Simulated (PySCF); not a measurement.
## Dipole moment and polarisability of `N#CC1=C(F)[SiH2]C=C[SiH2]1`

Compound: C₅H₆FNSi₂.
Cartesian coordinates in Å at the GFN2-xTB level; atoms count from 1:
```xyz
15
C5H6FNSi2 angstrom
N      3.879    0.543    0.077
C      2.735    0.466    0.037
C      1.339    0.308    0.000
C      0.520    1.336   -0.257
F      1.053    2.562   -0.488
Si    -1.373    1.328   -0.350
C     -1.945   -0.429   -0.007
C     -1.153   -1.469    0.252
Si     0.726   -1.450    0.340
H     -1.750    1.758   -1.701
H     -1.870    2.260    0.668
H     -3.019   -0.586   -0.026
H     -1.610   -2.436    0.434
H      1.174   -1.843    1.681
H      1.289   -2.340   -0.683
```

Level: PBE0/def2-SVPD (PySCF), static field, nuclei fixed, core orbitals frozen in the response. The polarisability tensor in these axes (au):

```
x   141.59 -11.77   5.71
y   -11.77 118.19  -9.37
z     5.71  -9.37  78.75
```

Problem. Give the principal values, the mean and the anisotropy Δα = √{½[(α1 − α2)² + (α2 − α3)² + (α1 − α3)²]}.

Solution. Principal values 76.49, 114.38 and 147.65 au; mean 112.84 au = 16.72 Å³ = 18.60 × 10⁻⁴⁰ C²·m²/J; Δα = 61.67 au (55 % of the mean).

Problem. What is the dipole moment, and where does it point?

Solution. (-5.53, -1.82, 0.11) D, 5.82 D in size, pointing from the negative to the positive side. Measured along this direction, the outermost atoms are N1 at the negative end and H12 at the positive end.

Problem. Estimate the molar refractivity from the static electronic polarisability.

Solution. Lorentz–Lorenz: R = (4π/3)N_A α = 2.5225 cm³/(mol·Å³) × 16.72 Å³ = 42.2 cm³/mol, in the limit of long wavelengths.

Problem. Find the Langevin capture rate constant for H3+ (3.023 u) meeting this molecule (155.002 u), k = 2.342 × 10⁻⁹ cm³/s × √(α in Å³ / reduced mass in u).

Solution. The reduced mass is 2.97 u, so k = 5.56 × 10⁻⁹ cm³/s. The formula leaves out the permanent dipole, which adds to the capture rate.

Problem. In TDDFT the mean static polarisability is Σ f/ω² over all singlet excitations (ω in hartree). How much of it do the 6 lowest give? Their energies (eV) and oscillator strengths: 5.61, 0.1622; 5.63, 0.0001; 5.69, 0.0294; 5.76, 0.0171; 5.85, 0.0019; 6.00, 0.0005.

Solution. They add up to 4.92 au, 4.4 % of the 112.84 au; the largest single term is 3.82 au, from the state at 5.61 eV. Terms in order: 3.82, 0.00, 0.67, 0.38, 0.04, 0.01 au. Higher excitations give the rest. The strengths listed sum to 0.211.

Problem. What would n − 1 = 2πNα be for an ideal gas of these molecules at 500 K and 1 atm, electronic part alone?

Solution. N = p/kT = 1.4678 × 10¹⁹ cm⁻³, so n − 1 = 2π × N × 16.72 × 10⁻²⁴ cm³ = 1542 × 10⁻⁶ at long wavelengths, for an ideal gas.

Problem. How large is μ²/3kT at 350 K beside α?

Solution. In Gaussian units μ²/3kT = 233.71 Å³ against 16.72 Å³, a ratio of 13.98; the Debye molar polarisation (4π/3)N_A(α + μ²/3kT) is 631.7 cm³/mol, leaving out the vibrational part.

Geometry: GFN2-xTB; no solvent, vibrations or thermal averaging.
